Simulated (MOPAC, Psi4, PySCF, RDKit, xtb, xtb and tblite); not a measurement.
Two geometries of SMILES O([SiH3])CCO[SiH3], relaxed at GFN2-xTB with one dihedral held; other torsions can differ between them too.

Structure A

```
16

Si     1.4738     0.8446     0.2953
O      1.4783    -0.7431    -0.0351
C      0.5370    -1.5319    -0.6802
C     -0.7711    -1.6323     0.1050
O     -1.7124    -2.4210    -0.5401
Si    -2.4916    -2.1952    -1.9443
H      1.2108     1.6341    -0.9122
H      0.4651     1.2063     1.2962
H      2.8337     0.9671     0.7899
H      0.3144    -1.1243    -1.6750
H      0.9659    -2.5322    -0.8038
H     -0.5744    -2.0793     1.0856
H     -1.1629    -0.6183     0.2581
H     -3.1383    -0.8797    -1.9833
H     -3.4254    -3.3039    -1.8550
H     -1.5982    -2.2904    -3.1031
```

Structure B

```
16

Si    -1.4554     0.8412     0.2714
O     -1.4872    -0.7540    -0.0216
C     -0.5523    -1.5541    -0.6638
C      0.7594    -1.6589     0.1212
O      1.4025    -2.8710    -0.0883
Si     2.0843    -3.4600    -1.4373
H     -1.2794     1.6013    -0.9704
H     -0.3687     1.2175     1.1809
H     -2.7759     0.9805     0.8594
H     -0.3573    -1.1848    -1.6778
H     -0.9824    -2.5598    -0.7364
H      0.5181    -1.6010     1.1891
H      1.4196    -0.8208    -0.1325
H      3.0998    -2.5396    -1.9592
H      2.6348    -4.6853    -0.8853
H      1.1024    -3.6888    -2.5018
```

### Question
Which is lower in energy at the level wB97X-D/def2-TZVP // GFN2-xTB (Psi4 1.11), and by how much?

### Answer
A is lower, by 4.98 kJ/mol (dihedral O2–C3–C4–O5: 180° in A, 150° in B).

E(B) − E(A) in kJ/mol at the other levels, on the same two geometries: GFN2-xTB (xtb and tblite) 3.27; MMFF94 // GFN2-xTB (RDKit) 0.64; PBE0/def2-TZVP // GFN2-xTB (Psi4) 4.78; PBE0-D3(BJ)/def2-TZVP // GFN2-xTB (Psi4) 4.96; PBE/def2-TZVP // GFN2-xTB (Psi4) 4.38; PBE-D3(BJ)/def2-TZVP // GFN2-xTB (Psi4) 4.55; UFF // GFN2-xTB (RDKit) -6.74; PM6, restricted, heats of formation // GFN2-xTB (MOPAC) 0.14; PM3, restricted, heats of formation // GFN2-xTB (MOPAC) 1.50; GFN1-xTB // GFN2-xTB (xtb) 6.66; restricted B3LYP/6-31G*, spherical d, density fitting // GFN2-xTB (PySCF) 5.18; restricted BP86/6-31G*, spherical d, density fitting // GFN2-xTB (PySCF) 5.05; restricted MP2 (frozen core)/6-31G*, spherical d // GFN2-xTB (PySCF) 5.05; restricted B3LYP/3-21G // GFN2-xTB (PySCF) 7.17.
